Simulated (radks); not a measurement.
The calcium ion Ca+ inside a hard spherical wall (all orbitals vanish at R), configuration held at [Ar] 4s1 and not refilled when levels cross. All-electron calculation, non-relativistic Kohn-Sham, PBE, spin-polarised, spherical densities, point nucleus; open shells are filled with parallel spins first. Program: a radial shooting solver on a logarithmic mesh with Libxc functionals. Eigenvalues in eV for spin up, with the zero of energy where the potential of the charges vanishes at infinity; a dash marks a level that is unbound or too diffuse for the functional's potential to be trusted. A positive occupied level is held by the wall or, in an anion where self-interaction has pushed it up, behind a barrier. The pressure on the wall is -dE/dV.

R (bohr)	E (hartree)	kinetic (hartree)	e(2p)	e(3s)	e(3p)	e(4s)	e(3d, empty)	e(4p, empty)	pressure (GPa)
free	-677.12577	676.466	-341.40	-53.575	-34.937	-9.303	-8.617	-6.265	0
15	-677.12577	676.466	-341.40	-53.575	-34.937	-9.303	-8.617	-6.265	< 0.0001
10	-677.12554	676.468	-341.38	-53.557	-34.919	-9.288	-8.601	-6.212	0.00731
7	-677.11588	676.535	-341.01	-53.215	-34.585	-8.881	-8.297	-5.376	0.548
6	-677.09495	676.639	-340.54	-52.794	-34.175	-8.137	-7.891	-4.135	2.24
2	-669.43425	702.131	-296.92	-20.937	0.218	126.83	33.135	139.63	9790
1.5	-651.93710	749.348	-244.07	36.584	60.444	330.70	90.301	334.64	68100
